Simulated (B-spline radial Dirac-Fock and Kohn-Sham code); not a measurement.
Method: the Dirac equation of a negative muon with reduced mass in the field of a spherical finite nucleus, with the Uehling potential to all orders; nuclear polarisation, deformation, hyperfine structure, self-energy, higher-order vacuum polarisation, relativistic recoil and electron screening are left out. Computed with a radial atomic solver. The nuclear charge is a Fermi distribution (skin thickness 2.3 fm).

Q: A muonic atom of atomic mass 95.92 u emits these computed lines: 2p3/2 → 1s1/2 2316 keV, 3d5/2 → 2p3/2 568.8 keV, 4f7/2 → 3d5/2 198.7 keV, 5g9/2 → 4f7/2 91.72 keV. Which element is it, and what rms charge radius was used?

A: Strontium (Z = 38, nuclide ⁹⁶Sr); the high transitions hardly feel the nucleus and fix Z. The 2p → 1s line lies 803.8 keV below the value for a point nucleus without QED, which for this nuclear model gives a radius near 4.35 fm (4.3522 fm was used).
